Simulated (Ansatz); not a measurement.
`[F][Ga]([SH])[Br]` + HBr → `[F][Ga]([Br])[Br]` + H₂S  (ligand exchange at a Ga–S bond)

Computed with Ansatz on PBE0-D4/def2-TZVP structures; ΔE is electronic, products minus reactants. CCSD(T)/CBS adds triple-zeta CCSD(T) − MP2 to the extrapolated MP2 energy (def2 sets, frozen cores). This one scheme is used for every species. Functionals use def2-TZVPP. B3LYP here is the variant with VWN-RPA as its local correlation; programs differ in this. HSE06 is defined as in plane-wave codes. For Br, Ga outer-core shells are correlated without core-valence functions, which leaves a few kJ/mol of doubt a bond. Scalar relativity is left out up to krypton. One conformer a species, not always the lowest.

```csv
level,ΔE (kJ/mol),difference from CCSD(T)/CBS
LDA (SPW92),-20.2,7.6
revPBE-D4,-24.0,3.8
BLYP-D4,-25.9,1.9
r2SCAN-D4,-27.4,0.4
B97M-V,-26.8,1.0
PBE0-D4,-27.4,0.4
B3LYP-D4,-28.6,-0.8
r2SCANh-D4,-28.3,-0.5
r2SCAN0-D4,-29.7,-1.9
HSE06-D4,-27.6,0.2
BHLYP-D4,-33.5,-5.7
ωB97X-V,-30.1,-2.3
ωB97M-V,-29.3,-1.5
B2PLYP,-30.0,-2.2
PBE-QIDH,-30.3,-2.5
PBE,-24.6,3.2
revPBE,-25.9,1.9
BLYP,-27.2,0.6
r2SCAN,-27.6,0.2
PBE0,-27.9,-0.1
B3LYP,-29.6,-1.8
r2SCANh,-28.5,-0.7
r2SCAN0,-29.9,-2.1
HSE06,-28.1,-0.3
BHLYP,-33.8,-6.0
CAM-B3LYP,-29.6,-1.8
RPA@PBE/def2-TZVPP,-28.5,-0.7
HF/def2-SVP,-38.0,-10.2
MP2/def2-SVP,-29.3,-1.5
CCSD/def2-SVP,-29.4,-1.6
CCSD(T)/def2-SVP,-28.0,-0.2
HF/def2-TZVPP,-41.9,-14.1
MP2/def2-TZVPP,-29.6,-1.8
CCSD/def2-TZVPP,-31.3,-3.5
HF/def2-QZVPP,-42.3,-14.5
MP2/def2-QZVPP,-28.8,-1.0
SCS-MP2/def2-QZVPP,-30.5,-2.7
HF/CBS(def2),-42.3,-14.5
MP2/CBS(def2),-28.0,-0.2
CCSD/CBS(def2),-29.7,-1.9
CCSD(T)/CBS,-27.8,0
```

Largest T1 diagnostic among the species: 0.012.

From PBE to PBE0 (25 % exact exchange), in def2-TZVPP and without D4, ΔE moves by −3.3 kJ/mol. In def2-TZVPP, CCSD(T) changes the Hartree–Fock value by +12.5 kJ/mol (the triples alone add +1.9 kJ/mol) and MP2 by +12.3 kJ/mol. Leaving LDA and LC-ωPBE aside and taking each functional with its dispersion term where it has one, the values spread over 9.5 kJ/mol, from BHLYP-D4 to revPBE-D4. LDA lies +4.4 kJ/mol from PBE without D4.

CCSD(T)/CBS has its own doubt, a few kJ/mol and more with outer-core shells, so smaller differences from it don't rank the levels.
